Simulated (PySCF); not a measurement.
**Electronic structure of Ne (neon, neutral) at the UHF level**

Configuration: [He] 2s1 2p6 3s1, high-spin 3S determinant (an excited configuration). Calculation: PySCF 2.14, in aug-cc-pVQZ with one added diffuse shell each of s, p, d, f, g type (7s6p5d4f3g, 105 functions); no relativity, point nucleus.

```
Total energy                                     : -126.909830 hartree
One-electron energy                              : -176.7223 hartree
Hartree (Coulomb) energy                         : 61.2224 hartree
Exchange energy                                  : -11.4099 hartree
Kinetic energy                                   : 126.90935 hartree
⟨S²⟩                                             : 2.0055
⟨L²⟩                                             : 0.000
Sum of ⟨r⟩                                       : 10.82 bohr
Sum of ⟨r²⟩                                      : 28.52 bohr²
Density at the nucleus (Gaussians lack the cusp) : 594 bohr⁻³
Spin density at the nucleus                      : 19.5 bohr⁻³
Langevin diamagnetic susceptibility              : -22.6 ×10⁻⁶ cm³/mol
```

```csv
shell,electrons,mean orbital energy (eV),"rms radius, mean of both spins (bohr)"
1s α,1,-909.25,0.183
1s β,1,-905.75,0.183
2s α,1,-68.108,0.931
2p α,3,-38.281,1.01
2p β,3,-31.735,1.01
3s α,1,-4.765,4.63
```

The outer electron is Rydberg-like, and this basis confines it to a smaller radius and binds it less than a complete one would.
